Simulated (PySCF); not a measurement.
`C1(CF)=CCC[Se]1`, C$_{5}$H$_{7}$FSe

Molfile (atoms numbered from 1):
```
C5H7FSe
     RDKit          3D

 14 14  0  0  0  0  0  0  0  0999 V2000
    2.7372   -0.8188   -0.9760 F   0  0  0  0  0  0  0  0  0  0  0  0
    2.3090    0.0043    0.0325 C   0  0  0  0  0  0  0  0  0  0  0  0
    0.8213    0.0284    0.1208 C   0  0  0  0  0  0  0  0  0  0  0  0
   -0.0566   -0.5831   -0.6616 C   0  0  0  0  0  0  0  0  0  0  0  0
   -1.5099   -0.4438   -0.3260 C   0  0  0  0  0  0  0  0  0  0  0  0
   -1.6934    0.7483    0.6123 C   0  0  0  0  0  0  0  0  0  0  0  0
    0.0322    1.0544    1.5348 Se  0  0  0  0  0  2  0  0  0  0  0  0
    2.7064    1.0062   -0.1768 H   0  0  0  0  0  0  0  0  0  0  0  0
    2.7484   -0.3709    0.9660 H   0  0  0  0  0  0  0  0  0  0  0  0
    0.2443   -1.2031   -1.4907 H   0  0  0  0  0  0  0  0  0  0  0  0
   -2.1060   -0.3050   -1.2300 H   0  0  0  0  0  0  0  0  0  0  0  0
   -1.8490   -1.3678    0.1531 H   0  0  0  0  0  0  0  0  0  0  0  0
   -1.9163    1.6627    0.0592 H   0  0  0  0  0  0  0  0  0  0  0  0
   -2.4682    0.5877    1.3603 H   0  0  0  0  0  0  0  0  0  0  0  0
  1  2  1  0
  2  3  1  0
  3  4  2  0
  4  5  1  0
  5  6  1  0
  6  7  1  0
  7  3  1  0
  2  8  1  0
  2  9  1  0
  4 10  1  0
  5 11  1  0
  5 12  1  0
  6 13  1  0
  6 14  1  0
M  END
```

Level of theory: quadratic response BHandHLYP/aug-cc-pVDZ first hyperpolarisability, Taylor convention, gas phase (PySCF 2.14.0). Geometry: GFN2-xTB.

The calculation is non-relativistic, which matters for the atoms heavier than Zn.

Task: Give the tensor of the second harmonic β(−2ω;ω,ω) at 1340 nm in the axes of these coordinates.

Result: In au, Taylor convention; rows are the first index (the induced dipole):
|  | xx | yy | zz | xy | xz | yz |
| --- | --- | --- | --- | --- | --- | --- |
| x | +2.0 | -39.2 | -8.5 | -39.0 | -63.6 | -3.8 |
| y | -39.0 | -130.5 | +54.2 | -39.8 | -4.2 | -44.8 |
| z | -65.9 | -46.3 | -163.2 | -5.4 | -11.3 | +52.9 |

Norm of βᵢ = ⅓ Σⱼ (βᵢⱼⱼ + βⱼᵢⱼ + βⱼⱼᵢ): 300.4 au, hyper-Rayleigh value 120.7 au.
